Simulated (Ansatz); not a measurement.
A structure relaxed at r2SCAN-D4/def2-SVP in Ansatz, charge 0, doublet:

Cartesian coordinates in Å:
```
Ru -0.1041 -0.2060 -0.0066
Cl -1.4091 0.1689 -1.7605
Cl -0.0123 1.6260 1.2121
Cl 1.5255 -1.5888 0.5550
```

**Question.** Give its formula and point group.

**Answer.** RuCl3. Point group Cs (tolerance 0.1 Å).

**Question.** Summarise the bond lengths by kind (pairs closer than 1.2 times the sum of covalent radii, bridged metal pairs left out).

**Answer.** 3 × Cl–Ru 2.20 to 2.22 Å. The metal has 3 neighbours: Cl 2.22 Å, Cl 2.20 Å, Cl 2.21 Å.

In the def2 sets Ru takes a core potential; there is no spin–orbit coupling. The charge 0 doublet is spin-contaminated (final ⟨S²⟩ up to 1.64, 0.75 for a pure state). Another isomer (quartet) lies 0.52 eV lower at PBE0-D4/def2-TZVP; other spin states weren't run for this one.
